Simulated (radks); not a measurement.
Values are calculated unless marked as measured or tabulated.
Task: These are the eigenvalues of the occupied orbitals of an atom or ion with whole-number occupations (eV). Level of theory: scalar-relativistic Kohn-Sham, BLYP, spin-polarised, spherical densities, point nucleus (a radial shooting solver on a logarithmic mesh with Libxc functionals).

1s down: -38757.58
1s up: -38757.58
2s up: -6169.614
2s down: -6169.587
2p up: -5529.758
2p down: -5529.738
3s up: -1319.123
3s down: -1319.111
3p up: -1114.853
3p down: -1114.840
3d up: -821.3137
3d down: -821.2921
4s up: -266.0183
4s down: -265.9764
4p up: -199.5944
4p down: -199.5564
4d up: -103.5245
4d down: -103.4859
5s up: -38.7980
5s down: -38.5279
5p up: -22.2836
5p down: -21.9268
6s up: -3.6171
6s down: -3.3944
5d up: -3.0663

Which element is it, and in what charge state? The configuration may be excited. Open shells, if any, are filled with parallel spins first.

Result: Z = 57, lanthanum, charge 0: La in [Xe] 5d1 6s2. The list shows which subshells hold electrons but not how many an open one holds; the 1s level, -1424.3 hartree, gives Z - s = 53.4 by -(Z - s)^2/2, which with screening and relativity narrows Z to a few neighbours, and the depths of the outer levels then fix element, charge and occupations together.
